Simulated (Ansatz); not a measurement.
`OB(O)[S][GeH3]`. The species carries charge 0 and has multiplicity 1. Correlated methods include outer-core shells of Ge, which these sets cover unevenly. Scalar relativity is left out up to krypton.

```xyz
10

O     0.542   -0.785    1.524
B     1.247   -0.485    0.405
O     2.493   -1.016    0.313
S     0.663    0.601   -0.974
Ge   -1.530    0.681   -0.653
H    -0.286   -0.309    1.615
H     2.931   -0.833   -0.519
H    -1.817    0.795    0.860
H    -2.037    1.934   -1.372
H    -2.206   -0.584   -1.200
```

Q: Give the diagnostics of a CCSD(T)/def2-TZVPP run (frozen core, the Gaussian-basis code of Ansatz). (Best estimate.)

A: The calculation gave: T1 = 0.0124, largest single amplitude 0.022, largest double 0.018, (T) share of the correlation energy 3.8 %, 9 CCSD cycles. The RHF solution is stable towards an unrestricted one. T1 lies under the customary mark of 0.02 for closed shells.
